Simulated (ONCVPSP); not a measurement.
# Configuration tests for mercury (Hg) (ONCV)

ONCVPSP 4.0.1 input, shortened (lines: element, Z, core and valence counts, functional; n l f; lmax; l rc ep ncon nbas qcut; lloc lpopt rc5 dvloc0; l nproj debl; icmod fcfact rcfact), PBE, scalar-relativistic:

```
  Hg 80.00   12    2        4      upf
    1    0    2.00
    2    0    2.00
    2    1    6.00
    3    0    2.00
    3    1    6.00
    3    2   10.00
    4    0    2.00
    4    1    6.00
    4    2   10.00
    4    3   14.00
    5    0    2.00
    5    1    6.00
    5    2   10.00
    6    0    2.00
    2
    0    2.35    0.00    3    6    3.00
    1    2.25    0.26    3    6    4.10
    2    1.45    0.00    4    7    7.40
    4    4    1.10    0.00
    0    2    0.60
    1    2    3.00
    2    2    3.40
    0    0.00    0.00
```

In the p channel the program set the typed energies aside and used 0.050, 3.050 Ha.

Energies are relative to the spin-unpolarised reference configuration 5d10 6s2; without spin polarisation the order of configurations can differ from experiment.

(1) Give the all-electron excitation energy and the error of the potential for: 5d10 6s1; 5d10 6s0; 5d9 6s0; 5d9 6s2.

Levels in the configuration 5d9 6s2:

```csv
level,all-electron (eV),pseudo (eV)
5d,-21.451,-21.501
6s,-15.914,-15.899
```

Note: ghosts flagged at negative energy: s at -134.2 eV (a further GHOST(-) flag falls on a real empty level of the atom); no localised positive-energy state flagged. A true bound ghost makes a file unfit for plane-wave use.

Answers

(1)

| valence configuration | charge | ΔE all-electron (eV) | error AE − PS (meV) |
| --- | --- | --- | --- |
| 5d10 6s1 | +1 | 10.688 | -2.5 |
| 5d10 6s0 | +2 | 29.663 | +2.9 |
| 5d9 6s0 | +3 | 65.190 | +18 |
| 5d9 6s2 | +1 | 15.515 | -24 |
